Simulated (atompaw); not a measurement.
# Before and after: PAW (atompaw) potential for Sm (Z = 62)

Sm, PAW, made with atompaw 4.2.0.5 (PBE, scalar-relativistic). Core [Xe], reference 4f5 5d1 6s2 6p0. Waves: 6s (bound); 6s channel at 0.95 Ry; 6p (bound, empty); 6p channel at 4.55 Ry; 5d (bound); 5d channel at 1.1 Ry; 4f (bound); 4f channel at 0.2 Ry. Local part: bessel scheme, radius 2.90 bohr. Core correction: smooth core density matched at 2.15 bohr. Augmentation charge: besselshape compensation charge, radius 2.45 bohr; PAW radius 3.00 bohr; waves and projectors: bloechl.

All-electron outer shells of the reference configuration (PBE, scalar-relativistic, ld1.x):

| shell | level (eV) | outermost node (bohr) | outermost maximum (bohr) |
| --- | --- | --- | --- |
| 5s | -46.72 | 0.68 | 1.25 |
| 5p | -26.00 | 0.73 | 1.42 |
| 4f | -7.96 | – | 0.61 |
| 6s | -3.99 | 1.67 | 3.48 |
| 5d | -2.74 | 0.83 | 2.01 |
| 6p | -1.34 | 1.99 | 4.64 |

Change: local potential bessel scheme, radius 1.50 bohr.

Cutoffs: the cutoffs (Ry, on a coarse ladder) from which the occupation-weighted sum of valence levels, in a spherical-Bessel basis at the reference potential, stays within 10 and 1 mRy of its value at 400 Ry; they do not see the model core or the augmentation charge, which bear on the density cutoff.

**Question.** What does the change do?

**Answer.** The potential gets harder (30 Ry and 35 Ry → 35 Ry and 45 Ry); the bound ghosts move from s to p, s. A state that the projectors do not describe sees the local part alone, so a deeper or shallower local part can create or remove a ghost.

| quantity | base | changed |
| --- | --- | --- |
| cutoff, loose | 30 Ry | 35 Ry |
| cutoff, tight | 35 Ry | 45 Ry |
| loose cutoff by channel (10 mRy a level) | s 10 Ry, d 12 Ry, f 21 Ry | s 6 Ry, d 18 Ry, f 25 Ry |
| bound ghosts | s | s, p |
| s: phases at 3.00 bohr within 0.05 rad from the reference energy up to (Ry; the scan ends near 5) | 4.4 | 4.6 |
| p: phases at 3.00 bohr within 0.05 rad from the reference energy up to (Ry; the scan ends near 5) | 0.2 | 0.5 |
| d: phases at 3.00 bohr within 0.05 rad from the reference energy up to (Ry; the scan ends near 5) | to the end of the scan | to the end of the scan |
| f: phases at 3.00 bohr within 0.05 rad from the reference energy up to (Ry; the scan ends near 5) | 1.2 | 1.2 |
| lowest overlap eigenvalue by channel | s 0.01, p 0.83, d 0.87, f 0.89 | s 0.03, p 0.72, d 0.77, f 0.98 |

 A true bound ghost makes a file unfit for plane-wave use even where its test errors are small: the radial tests pick states by their node count and pass the ghost by. The cutoffs see the waves, projectors and local potential, not the compensation charge or the core.
